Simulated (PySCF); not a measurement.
## HCeO, doublet: structure and spectrum

These are results of PySCF, UPBE, basis Ce def2-SVP with ECP28, O def2-SVP, H def2-SVP (scalar-relativistic core potentials, no spin–orbit coupling, density fitting), not measurements.

The structure is a minimum.

```json
{
  "Point group": "Cs",
  "Bond lengths": "Ce–H 2.131 Å, Ce–O 1.809 Å",
  "Bond angles": "H–Ce–O 111.5°",
  "Entropy at 298.15 K and 1 bar (electronic part: spin only)": "270.7 J/(mol K)",
  "Rotational constants": "4.378, 0.3514, 0.3253 cm⁻¹",
  "Spin squared ⟨S²⟩": "0.753",
  "Principal polarisabilities": "48.4, 66.8, 80.5 bohr³",
  "Dipole moment": "5.52 D",
  "Zero-point energy": "14.2 kJ/mol",
  "Heat capacity Cp at 298.15 K": "43.4 J/(mol K)",
  "Principal quadrupole moments (Buckingham, traceless) about the centre of mass": "-12.91, 1.26, 11.65 D Å",
  "Rotational symmetry number": "1",
  "Enthalpy at 298.15 K above 0 K": "11.18 kJ/mol",
  "Lowest empty level (α)": "-2.43 eV",
  "Highest occupied level (α)": "-2.77 eV"
}
```

Harmonic modes (masses in u: Ce 139.905, O 15.995, H 1.008):
| ω (cm⁻¹) | IR (km/mol) | μ (u) | type |
| --- | --- | --- | --- |
| 319 | 142 | 1.11 | bend |
| 832 | 261 | 17.45 | stretch |
| 1217 | 571 | 1.02 | stretch |

Charges (e):
```json
{"atom": "Ce1", "Mulliken": "0.59", "Löwdin": "0.27", "polar tensor": "1.50", "spin (Mulliken)": "1.06", "Mayer order to Ce1": "–"}
{"atom": "O2", "Mulliken": "-0.31", "Löwdin": "-0.05", "polar tensor": "-0.96", "spin (Mulliken)": "-0.04", "Mayer order to Ce1": "2.37"}
{"atom": "H3", "Mulliken": "-0.28", "Löwdin": "-0.23", "polar tensor": "-0.55", "spin (Mulliken)": "-0.02", "Mayer order to Ce1": "0.91"}
```

Mulliken populations on Ce1 (electrons outside its core potential): s 4.41, p 12.15, d 11.46, f 1.37.

Formally Ce is in oxidation state +3, with 1 electron left for the f, d and s shells; the Mulliken f population is 1.37 and the spin on Ce 1.06.

The spin densities have lower symmetry than the nuclear frame, so modes carry no symmetry labels. Other isomers or separated fragments may lie lower. With open d or f shells other occupations or spin states may lie lower. The pruned grid is coarse for the open f shell: energies are uncertain by about 2 kJ/mol and soft modes are noisy. With an element this heavy the missing spin–orbit coupling can shift these numbers.

The final relaxation and frequency run took of the order of 3 core-minutes on a shared host.
